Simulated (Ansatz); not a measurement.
Relaxation of the cluster Sn6S12 (charge 0, singlet) with RKS PBE-D4/def2-SVP in Ansatz.

Positions (Å) and forces (eV/Å) at steps 19, 20 of 20:

```xyz
18
step=19 energy=-164934.5887 eV
Sn   -0.019   -0.951   -0.290    0.026    0.004    0.024
Sn   -1.689    0.065   -3.662   -0.012   -0.028   -0.025
Sn    1.482    1.961    2.843    0.003   -0.018   -0.026
Sn   -1.452    2.867   -0.421    0.006    0.009   -0.021
Sn    1.732    1.181   -1.879    0.009   -0.014    0.016
Sn   -3.292    0.104    2.330    0.026    0.007    0.008
S    -1.349   -0.997    3.530    0.006    0.025   -0.019
S    -2.741    0.483   -1.049   -0.017    0.014   -0.011
S     3.310   -1.028   -0.566    0.006   -0.021    0.024
S     2.926   -1.733    1.300   -0.067    0.082   -0.045
S    -0.669    0.499    2.153   -0.035   -0.022    0.022
S     1.043    2.578    0.366   -0.003    0.000    0.006
S    -0.586    2.384   -2.806    0.001   -0.008    0.042
S    -2.716   -1.284    0.140    0.025   -0.009   -0.002
S     1.029   -2.694    1.314    0.013   -0.015    0.014
S     0.722   -1.054   -3.597   -0.029    0.007    0.021
S     2.938   -0.118    2.803    0.024   -0.026    0.013
S    -0.672   -2.262   -2.509    0.017    0.011   -0.041
18
step=20 energy=-164934.5900 eV
Sn   -0.015   -0.955   -0.290   -0.016    0.000    0.017
Sn   -1.690    0.059   -3.663   -0.023   -0.004   -0.018
Sn    1.484    1.959    2.840   -0.002    0.014   -0.002
Sn   -1.456    2.870   -0.416    0.011   -0.007   -0.020
Sn    1.737    1.177   -1.874   -0.003    0.003    0.002
Sn   -3.289    0.107    2.324    0.003    0.005    0.005
S    -1.350   -0.991    3.533    0.004    0.006   -0.004
S    -2.745    0.486   -1.050   -0.003   -0.022    0.004
S     3.307   -1.030   -0.570   -0.013   -0.004    0.018
S     2.918   -1.727    1.298    0.021    0.013    0.009
S    -0.669    0.500    2.153   -0.005   -0.017    0.004
S     1.041    2.578    0.365    0.008   -0.008    0.012
S    -0.590    2.376   -2.795    0.011    0.010    0.003
S    -2.711   -1.284    0.137    0.007    0.000    0.001
S     1.027   -2.698    1.320   -0.009    0.020   -0.010
S     0.723   -1.047   -3.600   -0.002    0.003    0.008
S     2.943   -0.118    2.804    0.000   -0.024   -0.020
S    -0.666   -2.263   -2.517    0.012    0.013   -0.009
```

In the def2 sets Sn takes a core potential; there is no spin–orbit coupling. Another isomer (singlet) lies 2.73 eV lower at PBE0-D4/def2-TZVP; other spin states weren't run for this one.
